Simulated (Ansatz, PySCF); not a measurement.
Molecule: hydroxysilane, sum formula H₄SiO, charge 0, multiplicity 1. 
Structure (B3LYP-D3(BJ)/def2-TZVP (Ansatz, a program for electronic structure) minimum search):
SMILES: O[SiH3]
```xyz
6

Si    -0.5134    -0.0066    -0.1436
O      1.0508     0.0053     0.3904
H     -0.7688    -1.1431    -1.0634
H     -1.3498    -0.1404     1.0649
H     -0.8566     1.2474    -0.8595
H      1.7563     0.0863    -0.2554
```
Charge 0, spin multiplicity 1.

Total electronic energies in hartree. Correlated levels leave the core frozen unless marked. No spin-orbit coupling. Non-relativistic. Basis-set limits of correlation are two-point, X^-3; Hartree-Fock from the larger set (for Q and 5 zeta extrapolated as (X+1)exp(-9√X)).

| level | program | energy (Eh) |
|---|---|---|
| HF/aug-cc-pV(T+d)Z | Ansatz | -366.21352 |
| PBE0/def2-TZVPD | Ansatz | ___ |
| M06-2X/def2-TZVPD | PySCF | ___ |
| RI-MP2/aug-cc-pV(Q+d)Z | Ansatz | -366.63281 |
| RI-MP2/CBS(cc-pV(T+d)Z,cc-pV(Q+d)Z) | Ansatz | -366.6501 |
| SCS-MP2/aug-cc-pV(T+d)Z | Ansatz | -366.60539 |
| CCSD(T)/6-31G | Ansatz | -366.24089 |
| CCSD(T)/def2-TZVPPD | Ansatz | -366.62620 |
| CCSD(T)/CBS(cc-pV(Q+d)Z,cc-pV(5+d)Z) | Ansatz | -366.6845 |

Question: What belongs in the gaps?

Answer: 
- PBE0/def2-TZVPD, energy (Eh): -366.98884
- M06-2X/def2-TZVPD, energy (Eh): -367.14194
